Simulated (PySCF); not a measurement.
# Excited states of Ge(2+) (germanium, charge +2)

Ground state [Ar] 3d10 4s2, ¹S. Computed with PySCF 2.14 in def2-TZVPPD with one added diffuse shell each of s, p, d type (8s6p6d1f, 63 functions), with no relativity, point nucleus. Vertical excitation energies in eV without spin-orbit coupling; excited terms of each kind are numbered among those the solver found. Frozen: [Ar].

```tsv
term	leading excitation	EOM-EE-CCSD
1 3P°	4s → p	7.165
1 1P°	4s → p	11.042
1 3S	4s → s	18.938
1 3D	4s → d	19.371
1 1S	4s → s	19.556
1 1D	4s → d	21.534
2 3P°	4s → p	21.946
2 1P°	4s → p	22.249
2 3S	4s → s	25.329
2 1S	4s → s	25.515
2 3D	4s → d	25.518
2 1D	4s → d	25.858
```

Only the lower part of the computed list is shown. Doubly excited terms such as np² are absent. The solver can miss terms. Rydberg members are limited by the diffuse functions of the basis.
